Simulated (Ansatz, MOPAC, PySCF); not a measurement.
Torsion H3–Si1–S2–H4 in H2SSi (SMILES [SiH]S); at each angle all else is relaxed with GFN2-xTB, and the levels are single points there.
Geometry at 180° (charge 0, multiplicity 1):
| atom | x (Å) | y (Å) | z (Å) |
|---|---|---|---|
| Si | 0.9916 | 0.6971 | -0.4429 |
| S | -0.9870 | 0.4653 | 0.4142 |
| H | 1.4963 | -0.5077 | 0.2472 |
| H | -1.5323 | 1.5298 | -0.1608 |

On the grid 0° to 330°, 90° is the highest and 180° the lowest point at CCSD(T)/CBS(cc-pV(T+d)Z, cc-pV(Q+d)Z).

Frozen-core correlation. Rows in 6-31G*, STO-3G carry no dispersion term and start afresh at each structure (6-31G* with six Cartesian d functions). The state that PM6, PM7 reach isn't checked; PM7 holds dispersion and hydrogen-bond terms.

The values were computed with Ansatz (an electronic-structure program) with Gaussian orbitals; MOPAC for PM6, PM7 (differences of heats of formation); PySCF for 6-31G* rows, STO-3G rows. 

```json
[
 {"level": "PM6", "energy at 90° less that at 180° (meV)": "321.5"},
 {"level": "PM7", "energy at 90° less that at 180° (meV)": "248.0"},
 {"level": "HF/STO-3G", "energy at 90° less that at 180° (meV)": "665.8"},
 {"level": "HF/cc-pV(T+d)Z", "energy at 90° less that at 180° (meV)": "719.1"},
 {"level": "r2SCAN/def2-TZVPP", "energy at 90° less that at 180° (meV)": "867.3"},
 {"level": "M06-2X/6-31G*", "energy at 90° less that at 180° (meV)": "830.7"},
 {"level": "MP2/cc-pV(D+d)Z", "energy at 90° less that at 180° (meV)": "848.5"},
 {"level": "CCSD/cc-pV(D+d)Z", "energy at 90° less that at 180° (meV)": "799.0"},
 {"level": "CCSD(T)/cc-pV(T+d)Z", "energy at 90° less that at 180° (meV)": "[?]"}
]
```

Task: Complete the blanks.

Result: 
- CCSD(T)/cc-pV(T+d)Z, energy at 90° less that at 180° (meV): 778.1
